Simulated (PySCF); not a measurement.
H₃TaS, singlet: computed properties

Method: PBE0/[Ta def2-TZVP with ECP60, S def2-TZVP, H def2-TZVP], scalar-relativistic core potentials, density fitting, no spin–orbit coupling, PySCF.

The structure is a higher-order saddle point with 2 imaginary modes.

```json
{
 "Point group": "C2v",
 "Bond lengths": "Ta–H 1.774 Å (×2), Ta–H 1.853 Å, Ta–S 2.194 Å",
 "Bond angles": "H–Ta–H 65.7° (×2), H–Ta–H 131.4°, H–Ta–S 114.3° (×2), H–Ta–S 180.0°",
 "Principal quadrupole moments (Buckingham, traceless) about the centre of mass": "-12.88, -2.22, 15.10 D Å",
 "Principal polarisabilities": "49.0, 60.7, 98.9 bohr³",
 "Zero-point energy (real modes)": "45.7 kJ/mol",
 "Highest occupied level": "-7.10 eV",
 "Dipole moment": "0.07 D",
 "Atomisation energy without zero-point energy": "1172 kJ/mol",
 "Rotational constants": "3.2, 0.1223, 0.1178 cm⁻¹",
 "Lowest empty level": "-4.90 eV"
}
```

Harmonic modes (masses in u: Ta 180.948, S 31.972, H 1.008):
| symmetry | ω (cm⁻¹) | IR (km/mol) | μ (u) | type |
| --- | --- | --- | --- | --- |
| b1 | 935i | – | 1.01 | bend |
| b1 | 622i | – | 1.07 | bend |
| b2 | 222 | 11.2 | 1.10 | bend |
| a1 | 490 | 132 | 9.39 | mixed |
| a1 | 710 | 102 | 1.10 | bend |
| b2 | 918 | 48.5 | 1.01 | bend |
| a1 | 1572 | 396 | 1.01 | stretch |
| b2 | 1840 | 252 | 1.02 | stretch |
| a1 | 1893 | 105 | 1.01 | stretch |

In C2v the vibrations span 2b1 + 3b2 + 4a1. Here b1 is antisymmetric to the molecular plane and b2 lies in it.

Charges (e):
```tsv
atom	Mulliken	Löwdin	polar tensor	Mayer order to Ta1
Ta1	0.48	0.31	1.59	–
S2	-0.39	-0.01	-0.73	2.25
H3,5	-0.03	-0.09	-0.24	0.95
H4	-0.03	-0.11	-0.39	0.87
```

Mulliken populations on Ta1 (electrons outside its core potential): s 2.73, p 6.82, d 2.92, f 0.05.

Outer orbital energies (eV). occupied: -18.88, -11.13, -9.44, -9.23, -8.76, -7.87, -7.10; empty: -4.90, -4.25, -3.40, -1.53.

Stability towards spin polarisation was not tested. Only a few start shapes were tried, so a lower isomer may exist. At this level a singlet minimum of C3v symmetry lies 298 kJ/mol below this structure. Spin–orbit coupling, left out here, can matter for elements this heavy.

The final relaxation and frequency run took of the order of 5 core-minutes on a shared host.
